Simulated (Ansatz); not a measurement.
Geometry optimisation, DFT PBE, scalar-relativistic, plane waves, PAW (Ansatz).

The input (input.yaml):

```yaml
crystal:
  lattice:
    - [10.86, 0.0, 0.0]
    - [0.0, 10.86, 0.0]
    - [0.0, 0.0, 10.86]
  atoms:
    - { symbol: Si, position: [0.5, 0.0, 0.0] }
    - { symbol: Si, position: [0.625, 0.125, 0.125] }
    - { symbol: Si, position: [0.75, 0.25, 0.0] }
    - { symbol: Si, position: [0.875, 0.375, 0.125] }
    - { symbol: Si, position: [0.75, 0.0, 0.25] }
    - { symbol: Si, position: [0.875, 0.125, 0.375] }
    - { symbol: As, position: [0.0, 0.0, 0.0], spin: 1.0 }
    - { symbol: Si, position: [0.25, 0.25, 0.0] }
    - { symbol: Si, position: [0.375, 0.375, 0.125] }
    - { symbol: Si, position: [0.5, 0.5, 0.0] }
    - { symbol: Si, position: [0.625, 0.625, 0.125] }
    - { symbol: Si, position: [0.75, 0.75, 0.0] }
    - { symbol: Si, position: [0.875, 0.875, 0.125] }
    - { symbol: Si, position: [0.25, 0.0, 0.25] }
    - { symbol: Si, position: [0.375, 0.125, 0.375] }
    - { symbol: Si, position: [0.5, 0.25, 0.25] }
    - { symbol: Si, position: [0.625, 0.375, 0.375] }
    - { symbol: Si, position: [0.75, 0.5, 0.25] }
    - { symbol: Si, position: [0.875, 0.625, 0.375] }
    - { symbol: Si, position: [0.5, 0.0, 0.5] }
    - { symbol: Si, position: [0.625, 0.125, 0.625] }
    - { symbol: Si, position: [0.75, 0.25, 0.5] }
    - { symbol: Si, position: [0.875, 0.375, 0.625] }
    - { symbol: Si, position: [0.75, 0.0, 0.75] }
    - { symbol: Si, position: [0.875, 0.125, 0.875] }
    - { symbol: Si, position: [0.0, 0.5, 0.0] }
    - { symbol: Si, position: [0.125, 0.625, 0.125] }
    - { symbol: Si, position: [0.25, 0.75, 0.0] }
    - { symbol: Si, position: [0.375, 0.875, 0.125] }
    - { symbol: Si, position: [0.0, 0.25, 0.25] }
    - { symbol: Si, position: [0.125, 0.375, 0.375] }
    - { symbol: Si, position: [0.25, 0.5, 0.25] }
    - { symbol: Si, position: [0.375, 0.625, 0.375] }
    - { symbol: Si, position: [0.5, 0.75, 0.25] }
    - { symbol: Si, position: [0.625, 0.875, 0.375] }
    - { symbol: Si, position: [0.0, 0.0, 0.5] }
    - { symbol: Si, position: [0.125, 0.125, 0.625] }
    - { symbol: Si, position: [0.25, 0.25, 0.5] }
    - { symbol: Si, position: [0.375, 0.375, 0.625] }
    - { symbol: Si, position: [0.5, 0.5, 0.5] }
    - { symbol: Si, position: [0.625, 0.625, 0.625] }
    - { symbol: Si, position: [0.75, 0.75, 0.5] }
    - { symbol: Si, position: [0.875, 0.875, 0.625] }
    - { symbol: Si, position: [0.25, 0.0, 0.75] }
    - { symbol: Si, position: [0.375, 0.125, 0.875] }
    - { symbol: Si, position: [0.5, 0.25, 0.75] }
    - { symbol: Si, position: [0.625, 0.375, 0.875] }
    - { symbol: Si, position: [0.75, 0.5, 0.75] }
    - { symbol: Si, position: [0.875, 0.625, 0.875] }
    - { symbol: Si, position: [0.0, 0.75, 0.25] }
    - { symbol: Si, position: [0.125, 0.875, 0.375] }
    - { symbol: Si, position: [0.0, 0.5, 0.5] }
    - { symbol: Si, position: [0.125, 0.625, 0.625] }
    - { symbol: Si, position: [0.25, 0.75, 0.5] }
    - { symbol: Si, position: [0.375, 0.875, 0.625] }
    - { symbol: Si, position: [0.0, 0.25, 0.75] }
    - { symbol: Si, position: [0.125, 0.375, 0.875] }
    - { symbol: Si, position: [0.25, 0.5, 0.75] }
    - { symbol: Si, position: [0.375, 0.625, 0.875] }
    - { symbol: Si, position: [0.5, 0.75, 0.75] }
    - { symbol: Si, position: [0.625, 0.875, 0.875] }
    - { symbol: Si, position: [0.0, 0.75, 0.75] }
    - { symbol: Si, position: [0.125, 0.875, 0.875] }
magnetization:
  spin_polarized: true
basis:
  ecutwfc: 420.0
kpoints:
  mp_grid: { grid: [1, 1, 1] }
hamiltonian:
  xc: pbe
  pseudopotentials: { kind: paw, azcp: { folder: soft_1 } }
scf:
  occupations: { method: gaussian, width: 0.05 }
  lower_state_search: "off"
relax:
  f_tol: 0.03
  max_steps: 60
  adjacent_minimum: "off"
```

Run as:

```bash
$ ansatz run input.yaml --threads 4 --pin off --max-ram 10240MiB --backend cpu --events-out ev --progress --plain --runs-dir out
```

Question: Where does it end, and by what steps?

Answer: The forces met the threshold. Limits of this set-up: coarse k mesh. After 3 steps the energy has fallen by 0.261 eV; As7 moved furthest, 0.26 Å.

| step | energy less start (eV) | largest force component (eV/Å) | accepted |
| --- | --- | --- | --- |
| 0 | 0.0000 | 0.742 | yes |
| 1 | -0.2312 | 0.191 | yes |
| 2 | -0.2577 | 0.042 | yes |
| 3 | -0.2606 | 0.021 | yes |

```xyz
63
Lattice="10.8600 0.0000 0.0000 0.0000 10.8600 0.0000 0.0000 0.0000 10.8600" Properties=species:S:1:pos:R:3
Si 5.420 -0.001 -0.001
Si 6.779 1.354 1.354
Si 8.157 2.690 0.001
Si 9.541 4.026 1.351
Si 8.157 0.001 2.690
Si 9.541 1.351 4.026
As 0.150 0.150 0.150
Si 2.689 2.689 0.087
Si 4.066 4.066 1.366
Si 5.432 5.432 0.005
Si 6.788 6.788 1.355
Si 8.140 8.140 -0.018
Si 9.502 9.502 1.318
Si 2.689 0.087 2.689
Si 4.066 1.366 4.066
Si 5.438 2.719 2.719
Si 6.798 4.072 4.072
Si 8.165 5.416 2.710
Si 9.510 6.787 4.059
Si 5.432 0.005 5.432
Si 6.788 1.355 6.788
Si 8.165 2.710 5.416
Si 9.510 4.059 6.787
Si 8.140 -0.018 8.140
Si 9.502 1.318 9.502
Si -0.001 5.420 -0.001
Si 1.354 6.779 1.354
Si 2.690 8.157 0.001
Si 4.026 9.541 1.351
Si 0.087 2.689 2.689
Si 1.366 4.066 4.066
Si 2.719 5.438 2.719
Si 4.072 6.798 4.072
Si 5.416 8.165 2.710
Si 6.787 9.510 4.059
Si -0.001 -0.001 5.420
Si 1.354 1.354 6.779
Si 2.719 2.719 5.438
Si 4.072 4.072 6.798
Si 5.433 5.433 5.433
Si 6.785 6.785 6.785
Si 8.140 8.140 5.417
Si 9.494 9.494 6.770
Si 2.690 0.001 8.157
Si 4.026 1.351 9.541
Si 5.416 2.710 8.165
Si 6.787 4.059 9.510
Si 8.140 5.417 8.140
Si 9.494 6.770 9.494
Si 0.001 8.157 2.690
Si 1.351 9.541 4.026
Si 0.005 5.432 5.432
Si 1.355 6.788 6.788
Si 2.710 8.165 5.416
Si 4.059 9.510 6.787
Si 0.001 2.690 8.157
Si 1.351 4.026 9.541
Si 2.710 5.416 8.165
Si 4.059 6.787 9.510
Si 5.417 8.140 8.140
Si 6.770 9.494 9.494
Si -0.018 8.140 8.140
Si 1.318 9.502 9.502
```

Time of the run: 32 s on 4 threads of Arm Neoverse V2 (shared host), peak memory 1.6 GiB.
